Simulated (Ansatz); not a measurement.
```xyz
11

C    -1.6278   -0.3301    2.6125
C    -0.8689   -0.1763    1.3940
N    -0.2660   -0.0541    0.4263
Cu    0.7159    0.1451   -1.1493
C     1.7203    0.3488   -2.7607
H    -2.6692   -0.0543    2.4382
H    -1.2141    0.3133    3.3908
H    -1.5851   -1.3677    2.9477
H     1.2891   -0.2373   -3.5800
H     1.7489    1.3945   -3.0868
H     2.7570    0.0180   -2.6326
```

Charge 0, multiplicity 1.

Question: List the B3LYP/def2-TZVPP orbital energies in eV (Ansatz 0.2.0). (An estimate is asked.)

Answer: Computed: Occupied: -8788.82, -1055.47, -925.02, -924.92, -924.92, -391.21, -279.45, -279.11, -274.50, -116.20, -75.33, -75.09, -75.09, -26.43, -22.31, -16.61, -15.34, -13.73, -13.73, -13.44, -10.79, -10.79, -9.13, -9.13, -7.10, -6.78, -6.78, -6.66, -6.66, -5.28. Lowest empty: -0.74, -0.74, -0.25, 0.89, 2.05, 2.05, 2.39, 2.39.

B3LYP here is the variant with VWN-RPA as its local correlation; programs differ in this.
